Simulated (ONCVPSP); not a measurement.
# Cutoff test, carbon (C), ONCV

C (Z = 6), optimised norm-conserving Vanderbilt (ONCV), made with ONCVPSP 4.0.1 (LDA (Perdew-Wang 92), scalar-relativistic). Core [He], reference 2s2 2p2. Waves: 2s: rc 1.30 bohr, ncon 4, nbas 8, qcut 6 1/bohr, local; 2p: rc 2.20 bohr, ncon 4, nbas 7, qcut 7.7 1/bohr, 2 projectors, debl 0.6 Ha; d scattering state at 0.26 Ha: rc 2.30 bohr, ncon 5, nbas 8, qcut 3.8 1/bohr, 2 projectors, debl 2.7 Ha. Local part: the s channel. Core correction: polynomial model core, fcfact 0.5.

Problem. For each optimised wave give the share of its norm inside rc, the residual kinetic energy above qcut (Ha) and the cutoffs (Ha) for errors of 10, 1, 0.1 and 0.01 mHa per electron.

Solution.

| wave | norm inside rc | residual KE | 10 mHa | 1 mHa | 0.1 mHa | 0.01 mHa |
| --- | --- | --- | --- | --- | --- | --- |
| 2s | 0.400 | 3.4e-04 | 9.6 | 15.5 | 46.3 | 99.3 |
| 2p | 0.727 | 1.9e-09 | 10.9 | 15.2 | 18.8 | 21.7 |
| p projector 2 | 0.193 | 5.8e-09 | 11.0 | 15.6 | 19.5 | 22.7 |
| d projector 1 | 0.063 | 8.3e-05 | 1.4 | 3.8 | 7.0 | 23.7 |
| d projector 2 | 0.220 | 2.6e-02 | 9.3 | 20.2 | 45.3 | 53.2 |

The occupied waves need 16 Ha and 46 Ha for 1 and 0.1 mHa. Its largest configuration-test error is +569 meV.
